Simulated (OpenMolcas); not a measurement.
## Multiconfigurational calculation on Ga²⁺

Input:

```
&GATEWAY
Coord
1

Ga 0.0 0.0 0.0
Basis=ANO-RCC-MB
Group=XYZ
NoMove
AngMom=0.0 0.0 0.0
AMFI
&SEWARD
Relativistic=R04O02
&RASSCF
FileOrb=start.orb
Symmetry=1
Spin=2
nActEl=1 0 0
Inactive=8 6
Ras2=1 3
CIRoot=1 1 1
SDav=1
CIMx=300
Iter=120 100
PrWF=0.3
OrbListing=Nothing
MaxOrb=0
Atom
>>> COPY $Project.JobIph JOB001
&RASSCF
FileOrb=start.orb
Symmetry=2
Spin=2
nActEl=1 0 0
Inactive=8 6
Ras2=1 3
CIRoot=3 3 1
SDav=3
CIMx=300
Iter=120 100
PrWF=0.3
OrbListing=Nothing
MaxOrb=0
Atom
>>> COPY $Project.JobIph JOB002
&RASSI
NrOfJobIphs=2 1 3
1
1 2 3
IphNames
JOB001
JOB002
EJob
SpinOrbit
DIPRint=1.0
SOCoupling=1000.0
Subsets=2
MEES
Property=10
'ANGMOM' 1 'ANGMOM' 2 'ANGMOM' 3 'MLTPL  1' 1 'MLTPL  1' 2 'MLTPL  1' 3
'AMFI' 1 'AMFI' 2 'AMFI' 3 'MLTPL  2' 6
SOProperty=3
'ANGMOM' 1 'ANGMOM' 2 'ANGMOM' 3
```

Launched by
```bash
OMP_NUM_THREADS=1 MOLCAS_MEM=2252 MOLCAS_PROJECT=a pymolcas a.inp > a.log  # once for each step of the input, in one work folder
```

A driver script runs the steps one by one and writes start.orb anew before each from the orbitals found so far.

Output, cut to the results:

```
--- SEWARD ---
Basis set label: GA.ANO-RCC...4S3P1D.

      Electronic valence basis set:
      ------------------
      Associated Effective Charge  31.000000 au
      Associated Actual Charge     31.000000 au
      Nuclear Model: Point charge

      Shell  nPrim  nBasis  Cartesian Spherical Contaminant
         s      20       4        X
         p      17       3        X
         d      11       1                 X
Relativistic=R04O02
                  Relativistic Douglas-Kroll-Hess integrals:
                    - DKH order of Hamiltonian: 4
                    - DKH order of Properties : 2
--- RASSCF ---
Wave function specifications:
      -----------------------------

      Number of closed shell electrons          28
      Number of electrons in active shells       1
      Max number of holes in RAS1 space          0
      Max nr of electrons in RAS3 space          0
      Number of inactive orbitals               14
      Number of active orbitals                  4
      Number of secondary orbitals               0
      Spin quantum number                      0.5
      State symmetry                             1
Orbital specifications:
      -----------------------

      Symmetry species                           1   2
                                                ag  au
      Frozen orbitals                            0   0
      Inactive orbitals                          8   6
      Active orbitals                            1   3
      RAS1 orbitals                              0   0
      RAS2 orbitals                              1   3
      RAS3 orbitals                              0   0
      Secondary orbitals                         0   0
      Deleted orbitals                           0   0
      Number of basis functions                  9   9
      Number of CSFs                             1
      Number of root(s) required                 1
      Iter CI   SX   CI       RASSCF       Energy    max ROT     max BLB   max BLB  Level Ln srch  Step   QN
          iter iter root      energy       change     param      element    value   shift minimum  type update
 Nr of preliminary CI iterations:   1
 ###############################################################################
 ###############################################################################
 ###                                                                         ###
 ###                                                                         ###
 ###    WARNING: Problems in orbital optimization.                           ###
 ###                                                                         ###
 ###                                                                         ###
 ###############################################################################
 ###############################################################################
  Warning: In symmetry  2, orbital p=   7 has diagonal density matrix element D(p,p) close to zero. D(p,p)=  0.000000E+00
  Warning: In symmetry  2, orbital p=   8 has diagonal density matrix element D(p,p) close to zero. D(p,p)=  0.000000E+00
        ...
  Warning: In symmetry  2, orbital p=   7 has diagonal density matrix element D(p,p) close to zero. D(p,p)=  0.000000E+00
  Warning: In symmetry  2, orbital p=   8 has diagonal density matrix element D(p,p) close to zero. D(p,p)=  0.000000E+00
  Warning: In symmetry  2, orbital p=   9 has diagonal density matrix element D(p,p) close to zero. D(p,p)=  0.000000E+00
        4   1    1    1  -941.31622715   -1.59E-12   0.00E+00    4   9 2  1.96E-10   0.00   0.00    SX    NO
      Convergence after  4 iterations
        5   1    1    1  -941.31622715    0.00E+00   0.00E+00    4   9 2  1.96E-10   0.00   0.00    SX    NO
      Natural orbitals and occupation numbers for root  1
      sym 1:   1.000000
      sym 2:   0.000000   0.000000   0.000000
::    RASSCF root number  1 Total energy:  -1941.31622715
--- RASSCF ---
Wave function specifications:
      -----------------------------

      Number of closed shell electrons          28
      Number of electrons in active shells       1
      Max number of holes in RAS1 space          0
      Max nr of electrons in RAS3 space          0
      Number of inactive orbitals               14
      Number of active orbitals                  4
      Number of secondary orbitals               0
      Spin quantum number                      0.5
      State symmetry                             2
...
--- RASSI ---
SPIN-FREE ENERGIES:
  (Shifted by EMIN (a.u.) =      -1941.3162271527)

 SF State       Relative EMIN(au)   Rel lowest level(eV)    D:o, cm**(-1)      L_eff

     1             0.0000000000        0.0000000000              0.0000         0.0
     2             0.3007478713        8.1837664895          66006.5282         1.0
     3             0.3007478713        8.1837664895          66006.5282         1.0
     4             0.3007478713        8.1837664895          66006.5282         1.0
     Dipole printing threshold changed to   1.00000000E+00

++ Dipole transition strengths (spin-free states):
   -----------------------------------------------
     for osc. strength at least  1.00000000E+00

  ( Max oscillator strength is only   0.43974424695112369      )
--
Eigenvalues of complex Hamiltonian:
   -----------------------------------
  (Shifted by EMIN (a.u.) =      -1941.3162271527)

 SO State       Relative EMIN(au)   Rel lowest level(eV)    D:o, cm**(-1)     J-value

     1             0.0000000000        0.0000000000              0.0000         0.4
     2             0.0000000000        0.0000000000              0.0000         0.4
     3             0.2980458114        8.1102396940          65413.4946         0.4
     4             0.2980458114        8.1102396940          65413.4946         0.4
     5             0.3020989013        8.2205298873          66303.0450         1.4
     6             0.3020989013        8.2205298873          66303.0450         1.4
     7             0.3020989013        8.2205298873          66303.0450         0.8
     8             0.3020989013        8.2205298873          66303.0450         0.8
Weights of the five most important spin-orbit-free states for each spin-orbit state.

 SO State  Total energy (au)           Spin-free states, spin, and weights
 -------------------------------------------------------------------------------------------------------
...
```

The J values that RASSI prints are effective ones from its own formula and need not be integers or half-integers; the table below assigns J from the states.

Levels above the lowest, from the spin-orbit matrix, grouped by J:

```
Configuration  Term    J  E (cm⁻¹)  Measured (cm⁻¹)  Term weight %
           4s    ²S  1/2       0.0              0.0            100
           4p   ²P°  1/2     65413            65169            100
           4p   ²P°  3/2     66303            66888            100
```

Against the 2 measured excited levels shown (Shirai, Reader, Kramida and Sugar, J. Phys. Chem. Ref. Data 36, 509 (2007)) the mean absolute deviation is 410 cm-1; the largest miss in energy is 4p ²P°_3/2: computed 66303, measured 66888 cm⁻¹ (-0.9 %).

With one active electron the reference holds no correlation, so core polarisation is missing. Computed and measured levels are paired by configuration, term and J; levels that our copy of the source lacks, or whose pairing is in doubt (as where it misses far off the trend of its configuration), stay unpaired and out of the deviations. Levels of configurations outside the active space are missing.

The RASSCF and RASSI steps took 4.3 s on 1 thread of Intel(R) Xeon(R) 6975P-C (Granite Rapids), on a shared host; the integral step is not counted.

The term weight is that of the spin-free term in the level, not the purity of its configuration. ° marks odd parity.
